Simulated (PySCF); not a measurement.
Delta-SCF ions had no search for a lower state. Excitations are Tamm–Dancoff values on a coarser integration grid. The basis has no diffuse functions, so Rydberg states are missing or too high.

## CH$_{6}$B$_{2}$O, SMILES `BOBC` (charge 0, multiplicity 1)

Calculation: PySCF 2.14.0 with M06-2X/def2-TZVP // B3LYP-D3(BJ)/def2-TZVP.

HOMO: -9.93 eV
dipole moment: 0.63 D
HOMO–LUMO gap: 10.24 eV
LUMO: 0.31 eV
S1 excitation (TDA): 6.07 eV
S1 oscillator strength: 0.000
brightest of the four lowest singlets (TDA): 7.83 eV
T1 excitation (TDA): 5.65 eV
S1–T1 gap (TDA): 0.42 eV
vertical ionisation energy (Delta-SCF): 11.11 eV
total energy: -166.7016 Ha
cost: roughly 5 core-minutes

```xyz
10

B     -2.1293    -0.0891    -0.1109
O     -0.8595     0.3072    -0.0398
B      0.4288     0.6796     0.0316
C      1.5807    -0.3765     0.0758
H     -2.7314    -0.2746     0.9041
H     -2.6237    -0.2445    -1.1873
H      0.6470     1.8562     0.0598
H      1.2357    -1.4108     0.0405
H      2.2727    -0.2095    -0.7565
H      2.1790    -0.2380     0.9828
```
